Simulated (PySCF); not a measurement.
S+: excitation energy

S+ [Ne] 3s2 3p3 (4S) → S+ [Ne] 3s1 3p4 (4P), as a difference of total energies. Computed with PySCF 2.14 in aug-cc-pCVTZ-DK with one added diffuse shell each of s, p, d, f type (9s8p6d4f, 91 functions), with scalar relativity by spin-free X2C-1e. Correlated levels: valence: [Ne] frozen; valence and next inner shell: 1s2 frozen; nothing frozen. The calculations carry no spin-orbit coupling.

```tsv
method	excitation energy (cm⁻¹)
UHF	84870
LDA	84052
PBE	83166
PBE0	84264
r2SCAN	80863
BP86	82230
PW91	83098
B97-3	86193
CAM-B3LYP	85604
MP2 (valence)	84929
SCS-MP2 (valence)	84960
MP2 (valence and next inner shell)	85611
SCS-MP2 (valence and next inner shell)	85447
MP2 (all electrons)	85550
SCS-MP2 (all electrons)	85407
```

Errors of the correlated levels include the incompleteness of this basis and the frozen core.

Which method comes closest to the reference value, and which is furthest?

The reference is 79610 cm⁻¹ (measured; NIST levels, between the centres of gravity of the two terms). Closest: r2SCAN (error 1253.1 cm⁻¹); furthest: B97-3 (error 6582.9 cm⁻¹).
